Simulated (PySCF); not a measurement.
# Which determinant of SnBr lies lowest?

Unrestricted PBE0; PySCF, scalar-relativistic core potentials, basis sets Sn def2-TZVPP with ECP28, Br def2-TZVPP. Outer shells of the fragments: Sn 4d10 5s2 5p2; Br 3d10 4s2 4p5.

Followed along the bond (rough minima from three points):

| 2Ms+1 | unpaired | ⟨S²⟩ at the start | R at minimum (Å) | Te (eV) |
| --- | --- | --- | --- | --- |
| 2 | π ↑ | 0.75 | 2.52 | 0.00 |
| 4 | σ ↑, π ↑↑ | 3.75 | none in the scan | ≤ 3.20 |

Solutions found at the starting distance of 2.465 Å, counted from the lowest of them; the search is not exhaustive and high or unbound solutions are not listed, so other states can lie among these:

```
2Ms+1   unpaired   term  E (eV)  ⟨S²⟩  ⟨Lz²⟩  μ (D)
    2        π ↑     ²Π    0.00  0.75   1.01  -2.20
    2        σ ↑    ²Σ⁺    2.52  0.75   0.00  -1.51
    4  σ ↑, π ↑↑    ⁴Σ⁻    3.18  3.75   0.00  -0.62
    2  σ ↑, π ↑↓  mixed    3.85  1.76   2.02  -0.08
    2  σ ↓, π ↑↑  mixed    3.90  1.77   0.00   0.26
    4      π ↑↑↑     ⁴Π    4.24  3.76   1.01   3.21
```

A term symbol is given only where ⟨S²⟩ and ⟨Lz²⟩ are close to those of a pure state; real π, δ and φ orbitals otherwise mix terms. A positive dipole means Sn(−)Br(+).

Spin–orbit coupling is left out. Counting both spins, an empty level lies below a filled one in some of these solutions, because spin and occupation are held.
